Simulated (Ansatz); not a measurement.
Energy profile

The step: CH₅ClSi ([CH3][SiH2][Cl]) + H₂ → SiH₃Cl ([SiH3][Cl]) + CH₄; bonds formed: Si1–H7, C2–H6; bonds broken: Si1–C2, H6–H7 (atoms numbered as in the saddle structure below).

| atom | x (Å) | y (Å) | z (Å) |
| --- | --- | --- | --- |
| Si1 | -0.4705 | 0.7327 | -0.2670 |
| C2 | 0.7656 | -0.7174 | 0.6519 |
| H3 | -1.2705 | 0.8055 | 0.9698 |
| H4 | 0.7314 | 1.5102 | -0.6195 |
| Cl5 | -1.8494 | 1.7514 | -1.5440 |
| H6 | -0.1643 | -0.8093 | -0.5791 |
| H7 | -0.7965 | -0.5762 | -1.2838 |
| H8 | 1.1523 | -0.0525 | 1.4296 |
| H9 | 1.6265 | -1.0878 | 0.0862 |
| H10 | 0.2751 | -1.5566 | 1.1560 |

Electronic energies by CCSD(T) at an estimated basis limit (MP2 extrapolated from triple and quadruple zeta, plus CCSD(T) − MP2 in triple zeta), on PBE0-D4/def2-TZVP structures; CH$_{7}$ClSi, closed shell; no counterpoise correction. Ansatz 0.2.0; basis: def2-TZVPP and def2-QZVPP; cores frozen in the correlated methods. Extrapolation: Hartree–Fock as exp(−7.88 √X), correlation as X^−2.97.

Give the profile in eV, counted from the separated reactants. (To be estimated.)

The calculation gives:
| point | eV |
| --- | --- |
| separated: CH$_{5}$ClSi (linked as [CH3][SiH2][Cl]; Si1, C2, H3, H4, Cl5, H8, H9, H10; singlet) + H$_{2}$ (H6, H7; singlet) | 0.000 |
| start structure | -0.023 |
| saddle | 3.026 |
| end structure | -0.227 |
| separated: SiH$_{3}$Cl (linked as [SiH3][Cl]; Si1, H3, H4, Cl5, H7; singlet) + CH$_{4}$ (C2, H6, H8, H9, H10; singlet) | -0.180 |

No T1 diagnostic of these runs exceeds 0.010.

For scale, one of the runs: CCSD(T)/def2-TZVPP, 213 basis functions, launched by `ansatz run in.yaml --threads 4 --pin off --events-out ev --progress --plain --max-ram 9574MiB`. The run took 58 s on 4 CPU threads of an Intel Xeon (shared host), with 2.9 GiB of host memory at its peak.
